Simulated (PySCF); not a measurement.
**Computed vibrations of Hg2S2**

Hg2S2 (singlet). PySCF 2.14.0, RKS PBE0, Hg def2-SVP with ECP60, S def2-SVP; non-relativistic Hamiltonian with scalar-relativistic core potentials where named; density fitting; no spin-orbit coupling. Central differences of gradients.

```xyz
4

Hg    0.0000    0.0000    2.3804
Hg    0.0000    0.0000   -2.3804
S     1.1497    0.0000    0.0000
S    -1.1497    0.0000    0.0000
```

Run from Python with OMP_NUM_THREADS=2. Where DIIS fails, smearing, a level shift and second-order steps follow.
It took 23 s on 2 threads of Arm Neoverse V2, on a shared host.

Q: What are the harmonic wavenumbers and infrared intensities?

A: Modes are labelled in D2h; negative numbers are unstable modes, those under 60 cm⁻¹ near the noise; a finer grid moves soft modes by up to 10 cm⁻¹.
```csv
cm⁻¹,km/mol,symmetry
44,8.4,b3u
90,9.2,b1u
102,0.0,ag
185,29.5,b2u
208,0.0,b3g
415,0.0,ag
```

Q: Is this a minimum?

A: Yes, within the noise of the softest modes. Ideal gas at 298.15 K and 1 bar: S = 378.3 J/(mol K), Cp = 79.3 J/(mol K), H − H(0 K) = 19.8 kJ/mol (rigid rotor, harmonic modes, spin degeneracy alone; the modes under 60 cm⁻¹ make these uncertain).

On relaxing from the template, bonds within or between ligands changed, so the formula names the start rather than the bonding at the end.
